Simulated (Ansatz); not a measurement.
Spectroscopic constants of TaB, multiplicity 7 (an upper state: multiplicity 3 came lower at CCSD(T)/def2-TZVPP on PBE0 minima). No spin–orbit coupling.

Constants: fifth-degree fit in 1/R to seven points, most abundant isotopes. In def2 and cc sets the state is the lowest found near the PBE0 minimum, followed along R.

Programs: Ansatz (an electronic-structure program) with Gaussian orbitals. Each number belongs to the level named beside it. In def2 rows elements past Kr take small-core potentials, without spin–orbit coupling.

Energies at wB97X-V/def2-TZVPP:

```tsv
R (Å)	E (hartree)
1.940379	-81.52019866
1.992540	-81.52504214
2.040528	-81.52724447
2.094775	-81.52758192
2.149022	-81.52605357
2.211615	-81.52245895
2.284640	-81.51640270
```

### Question
With a reduced mass of 10.3779 u, find the minimum, the force constant and the constants.

### Answer
A fifth-degree polynomial in 1/R puts the minimum at r_e = 2.0762 Å with force constant 297 N/m. Then ω_e = (1/2πc)√(k/μ) = 697 cm⁻¹ and B_e = h/(8π²cμr_e²) = 0.3768 cm⁻¹; the cubic and quartic terms give α_e = 0.0021 and ω_e x_e = 3.0 cm⁻¹.
